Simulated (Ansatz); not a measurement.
Reaction: BNH3F (SMILES NBF) → BNH2F (SMILES [NH]BF, doublet) + H (doublet) (the H-N bond breaks)
Each species at its own B3LYP-D3(BJ)/def2-TZVP minimum (Ansatz, an electronic-structure program), one conformer.

Quantity: bond dissociation energy (electronic), in kcal/mol. Radicals and triplets start from unrestricted determinants; spin-orbit coupling is neglected. CBS(X,Y): correlation extrapolated as X^-3, Hartree-Fock from the larger set. A bracket is a step between two methods taken in the basis named. Functionals run without relativity, which enters their misses. 'core' is core correlation in cc-pwCVTZ, 'X2C' scalar relativity in cc-pVTZ-DK, both at CCSD(T). Where a partner has so few electrons that a lower coupled-cluster level is exact, that level stands in.

CCSD(T)/CBS(cc-pVTZ,cc-pVQZ) + [CCSDT(Q) - CCSD(T)]/cc-pVDZ + core + X2C (Ansatz) gives 128.2 kcal/mol.

**Question.** What does PBE/def2-TZVPD (Ansatz) give here, and how do the other levels compare?

**Answer.** PBE gives 122.6 kcal/mol, 5.6 kcal/mol below it. Differences of the others: wB97M-V/def2-TZVPD (Ansatz) -1.8; CCSD(T)/CBS(cc-pVTZ,cc-pVQZ) + core + X2C (Ansatz) 0.1 kcal/mol. Nearer than PBE: wB97M-V/def2-TZVPD, CCSD(T)/CBS(cc-pVTZ,cc-pVQZ) + core + X2C.
